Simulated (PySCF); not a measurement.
## Heteronuclear NMR

Atoms are numbered as in `[H]/[N:1]=[CH:2]\[c:3]1[cH:4][cH:5][n+:6]([O-:7])[cH:8][cH:9]1` (H(Xn): hydrogen on atom n).

No solvent, averaged over atoms made equivalent by symmetry, fast rotation or ring inversion, single conformer, non-relativistic. NMR shieldings at PBE0/pcSseg-1/GIAO; geometry: GFN2-xTB; PySCF 2.14.

Problem. Where does 15N resonate?

Solution. 
```json
{"atoms": "N1", "environment": "imine nitrogen", "σ (ppm)": "-75.9", "δ (ppm)": "-78.1"}
{"atoms": "N6", "environment": "cationic ring nitrogen", "σ (ppm)": "-75.3", "δ (ppm)": "-78.7"}
```

Shieldings were converted by a linear fit to measured shifts: 15N (scatter 6.3 ppm rms vs CH3NO2, solution or neat liquid). A few per cent of atoms miss by over 2 rms, more outside the fitted compound classes.

On a 400 MHz spectrometer 15N resonates near 40.5 MHz, so 1 ppm is 40.5 Hz.

Problem. Predict the 17O NMR data.

Solution. 
| atoms | environment | σ (ppm) | δ (ppm) |
| --- | --- | --- | --- |
| O7 | oxygen bonded to N | -181.2 | 431.7 |

Shieldings were converted by a linear fit to measured shifts: 17O (scatter 10.7 ppm rms, 12.2 ppm with the 3 outliers that the fit left out vs liquid water, solution or neat liquid). Occasional misses reach two or three times the rms, and more in compound classes unlike the fitted ones.

On a 400 MHz spectrometer 17O resonates near 54.2 MHz, so 1 ppm is 54.2 Hz.
